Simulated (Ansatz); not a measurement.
A run for Ansatz (an electronic-structure program): R-B2PLYP/def2-TZVPP on Cl2MoO2 (SMILES [O]=[Mo](=[O])([Cl])[Cl]). Elements past Kr take the def2 small-core potentials; no spin–orbit coupling.

Ansatz 0.2 input:
```yaml
crystal:
  periodic: [false, false, false]
  atoms:
    - {symbol: Mo, position_ang: [0.11085359, -0.00090151, 0.00011964]}
    - {symbol: O, position_ang: [1.11432160, 0.94181647, 0.95714559]}
    - {symbol: O, position_ang: [1.10107470, -0.95979053, -0.95462824]}
    - {symbol: Cl, position_ang: [-1.15090306, 1.33165736, -1.31661811]}
    - {symbol: Cl, position_ang: [-1.17534683, -1.31278178, 1.31398112]}
basis:
  gaussian:
    orbitals: def2-TZVPP
hamiltonian:
  xc: {name: B2PLYP}
magnetization: {spin_polarized: false}
correlation: {electrons: outside_noble_gas}
scf: {lower_state_search: off}
```

Task: Predict the final total energy.

Result: -1138.8592 hartree.

Task: How many basis functions does it have, and what does it roughly cost on one machine?

Result: 202 functions; about 8 core-seconds (a rough figure).
